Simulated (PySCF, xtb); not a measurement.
H₃S₂, SMILES S[SH2+], charge +1.

GFN2-xTB (xtb 6.7.1) at its own geometry gives an orbital gap of 2.81 eV.

Geometry: B3LYP-D3(BJ)/def2-TZVP. The isomer is the one that the SMILES or the coordinates give; other isomers of the formula were not compared.

Task: What does PBE/def2-TZVPD run with PySCF give? (Estimate from the structure and the level; the computed values follow.)

Result: gap 3.79 eV (levels -12.82 and -9.04 eV).
